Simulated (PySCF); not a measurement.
**Radial density of N+ (nitrogen, charge +1)**

LC-wPBE, [He] 2s2 2p1 3d1, one real determinant (an excited configuration). All numbers are calculated (PySCF 2.14, no relativity, point nucleus, in aug-cc-pwCVQZ (9s8p6d4f2g, 109 functions)).

```json
{"r (bohr)": "0.00356", "4πr²ρ (e/bohr)": "0.03186", "4πr²(ρα − ρβ)": "0.0000"}
{"r (bohr)": "0.00599", "4πr²ρ (e/bohr)": "0.08698", "4πr²(ρα − ρβ)": "0.0000"}
{"r (bohr)": "0.0101", "4πr²ρ (e/bohr)": "0.2325", "4πr²(ρα − ρβ)": "-0.0001"}
{"r (bohr)": "0.0169", "4πr²ρ (e/bohr)": "0.5971", "4πr²(ρα − ρβ)": "-0.0002"}
{"r (bohr)": "0.0285", "4πr²ρ (e/bohr)": "1.437", "4πr²(ρα − ρβ)": "-0.0004"}
{"r (bohr)": "0.0479", "4πr²ρ (e/bohr)": "3.098", "4πr²(ρα − ρβ)": "-0.0005"}
{"r (bohr)": "0.0806", "4πr²ρ (e/bohr)": "5.563", "4πr²(ρα − ρβ)": "0.0022"}
{"r (bohr)": "0.136", "4πr²ρ (e/bohr)": "7.384", "4πr²(ρα − ρβ)": "0.0213"}
{"r (bohr)": "0.228", "4πr²ρ (e/bohr)": "5.992", "4πr²(ρα − ρβ)": "0.1038"}
{"r (bohr)": "0.383", "4πr²ρ (e/bohr)": "2.580", "4πr²(ρα − ρβ)": "0.3528"}
{"r (bohr)": "0.645", "4πr²ρ (e/bohr)": "2.126", "4πr²(ρα − ρβ)": "0.7451"}
{"r (bohr)": "1.08", "4πr²ρ (e/bohr)": "2.542", "4πr²(ρα − ρβ)": "0.7736"}
{"r (bohr)": "1.82", "4πr²ρ (e/bohr)": "0.8867", "4πr²(ρα − ρβ)": "0.3525"}
{"r (bohr)": "3.07", "4πr²ρ (e/bohr)": "0.3596", "4πr²(ρα − ρβ)": "0.3392"}
{"r (bohr)": "5.16", "4πr²ρ (e/bohr)": "0.1290", "4πr²(ρα − ρβ)": "0.1289"}
{"r (bohr)": "8.68", "4πr²ρ (e/bohr)": "5.791e-05", "4πr²(ρα − ρβ)": "0.0001"}
```

⟨L²⟩ = 8.00 against 12 for a pure F term, so this real determinant mixes terms. The outer electron is Rydberg-like, and this basis confines it to a smaller radius and binds it less than a complete one would.
